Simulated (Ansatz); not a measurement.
Species: HgBr$_{2}$, net charge -1, doublet state. The spin state was set by rule; other spins were not relaxed. 
Coordinates optimised at B3LYP-D3(BJ)/def2-TZVP (Ansatz, a first-principles code):
```xyz
3

Hg    -0.0106    -0.2032    -0.2608
Br    -0.2559     2.3714    -1.3577
Br     0.2802    -1.9071     1.9537
```
Charge -1, spin multiplicity 2.

Q: Give the harmonic wavenumbers at B3LYP-D3(BJ)/def2-TZVP (Ansatz, finite differences of forces, unscaled).

A: 16, 111, 128 cm⁻¹. Zero-point energy 0.4 kcal/mol.
